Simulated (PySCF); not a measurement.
## Polarisability of [Ag(OH)4]-

[Ag(OH)4]- (charge -1 and singlet state).
Geometry (PBE0-D3(BJ)/def2-SVP, Å), atoms numbered from 1 in this order:
```
atom  x, y, z in Å
Ag1   -0.0003   -0.0004    0.0028
O2     1.9319    0.4084   -0.0536
H3     2.2762   -0.4942   -0.0667
O4    -0.4029    1.9341    0.0096
H5     0.5002    2.2762   -0.0208
O6    -1.9329   -0.4076    0.0578
H7    -2.2769    0.4953    0.0610
O8     0.4039   -1.9346   -0.0054
H9    -0.4992   -2.2773    0.0153
```

Level: wB97X-D/def2-SVPD (PySCF), static field, nuclei fixed, core orbitals frozen in the response. The polarisability tensor in these axes (au):

```
x   86.92  0.09 -1.13
y    0.09 87.08 -0.08
z   -1.13 -0.08 47.39
```

Q: Diagonalise the tensor; give its mean and Δα, where Δα² is half the sum of the squared differences of the eigenvalues.

A: Principal values 47.36, 86.91 and 87.13 au; mean 73.80 au = 10.94 Å³ = 12.17 × 10⁻⁴⁰ C²·m²/J; Δα = 39.66 au (54 % of the mean).

Q: Sum over states: ᾱ = Σ f/ω², ω in Eh. What share falls to these 10 lowest TDDFT singlets (eV, f)? 2.82, 0.0000; 2.83, 0.0000; 3.53, 0.0010; 4.36, 0.0000; 4.40, 0.0000; 4.57, 0.0000; 5.21, 0.3715; 5.21, 0.3713; 6.01, 0.0000; 6.01, 0.0000.

A: They add up to 20.32 au, 27.5 % of the 73.80 au; the largest single term is 10.15 au, from the state at 5.21 eV. Terms in order: 0.00, 0.00, 0.06, 0.00, 0.00, 0.00, 10.15, 10.12, 0.00, 0.00 au. Higher excitations give the rest. The strengths listed sum to 0.744.

Q: Rayleigh depolarisation ratio (linearly polarised light, static tensor)?

A: ρ = 3Δα²/(45ᾱ² + 4Δα²) = 4718.4/(245081 + 6291.2) = 0.0188.

Geometry: PBE0-D3(BJ)/def2-SVP; no solvent, vibrations or thermal averaging. Atoms past krypton carry effective core potentials; spin–orbit coupling is left out. The geometry's basis has no diffuse functions.

These values come from a run that also computed excited states. Hardware: Arm Neoverse V1, one thread (shared host). Cost: 23 s of wall time.

Note: wB97X-D ran without an empirical dispersion term, which enters the total energy and its gradient alone.
